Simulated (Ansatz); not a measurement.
`N[BH][GeH3]` + H₂O → `NBO` + GeH₄ at 298.15 K and 1 bar (formal hydrolysis of a B–Ge bond).

Gas-phase electronic energies from Ansatz, PBE0-D4/def2-TZVP geometries. CBS: MP2 limit from def2 TZ/QZ plus the TZ coupled-cluster correction, frozen cores. This one scheme is used for every species. For Ge outer-core shells are correlated without core-valence functions, which leaves a few kJ/mol of doubt a bond. Scalar relativity is left out up to krypton. Each species was taken in one conformer, which may not be the lowest.

| species | CCSD(T)/CBS energy (Eh) | H − E (kJ/mol) | S (J/(mol·K)) |
| --- | --- | --- | --- |
| `N[BH][GeH3]` | -2159.24602 | 183.3 | 308.5 |
| H₂O | -76.37941 | 66.4 | 188.7 |
| `NBO` | -157.17416 | 156.9 | 261.1 |
| GeH₄ | -2078.49493 | 88.5 | 217.3 |

H − E and S are ideal-gas, rigid-rotor, harmonic terms from PBE0-D4/def2-TZVP, for one conformer and one mirror image of each species. 1 Eh = 2625.50 kJ/mol, R = 8.31446 J/(mol·K).

**Question.** By hand: ΔE, ΔH, ΔS and ΔG.

**Answer.** ΔE = (-157.17416) + (-2078.49493) − (-2159.24602) − (-76.37941) = -0.04366 Eh = -114.6 kJ/mol. Δ(H − E) = 156.9 + 88.5 − 183.3 − 66.4 = -4.3, so ΔH = -118.9 kJ/mol. ΔS = 261.1 + 217.3 − 308.5 − 188.7 = -18.8 J/(mol·K). ΔG = -118.9 − 298.15 × (-18.8)/1000 = -113.3 kJ/mol.

**Question.** By hand: the equilibrium constant, and the temperature at which ΔG would vanish if ΔH and ΔS stayed fixed.

**Answer.** log₁₀ K = −ΔG/(RT ln 10) = 19.8. ΔG = 0 at ΔH/ΔS = 6324 K, far beyond where these terms or the molecules hold.

ΔH outweighs TΔS. A doubt of 5 kJ/mol in ΔE shifts log₁₀ K by 0.9 here. Other conformers and mirror images would add mixing entropy, several J/(mol·K) or more a flexible species. These are equilibria of isolated gas molecules and say nothing of rates. Largest T1 diagnostic: 0.013 (customary marks: 0.02 for closed shells, 0.045 for open ones).
